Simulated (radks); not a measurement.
Values are calculated unless marked as measured or tabulated.
Question: The mean radii <r> (bohr) of the occupied orbitals of an atom or ion are listed with their occupations. Code: a radial shooting solver on a logarithmic mesh with Libxc functionals. Model: scalar-relativistic Kohn-Sham, BLYP, spin-polarised, spherical densities, finite nucleus; Fermi nuclear charge, rms radius of each element as measured or else 0.836 A^(1/3) + 0.57 fm.

| orbital | occ. | <r> |
|---|---|---|
| 1s up | 1 | 0.02232 |
| 1s down | 1 | 0.02232 |
| 2s up | 1 | 0.09512 |
| 2s down | 1 | 0.09511 |
| 2p up | 3 | 0.08389 |
| 2p down | 3 | 0.08388 |
| 3s up | 1 | 0.2497 |
| 3s down | 1 | 0.2495 |
| 3p up | 3 | 0.2482 |
| 3p down | 3 | 0.2479 |
| 3d up | 5 | 0.2261 |
| 3d down | 5 | 0.2258 |
| 4s up | 1 | 0.5663 |
| 4s down | 1 | 0.5662 |
| 4p up | 3 | 0.5997 |
| 4p down | 3 | 0.5998 |
| 4d up | 5 | 0.6544 |
| 4d down | 5 | 0.6554 |
| 5s up | 1 | 1.373 |
| 5s down | 1 | 1.396 |
| 5p up | 3 | 1.618 |
| 5p down | 3 | 1.655 |
| 4f up | 7 | 0.9491 |
| 6s up | 1 | 3.791 |

Name the element and its charge. Open shells, if any, are filled with parallel spins first.

Answer: Z = 63, europium, charge +1: Eu+ in [Xe] 4f7 6s1. The 1s radius gives Z: for a bare nucleus <r> = (2 gamma + 1)/(2Z) with gamma = sqrt(1 - (Z/c)^2), 0.02203 bohr for Z = 63, and screening makes it slightly larger (0.02232 here). The occupations add up to 62, and the charge is Z minus that.
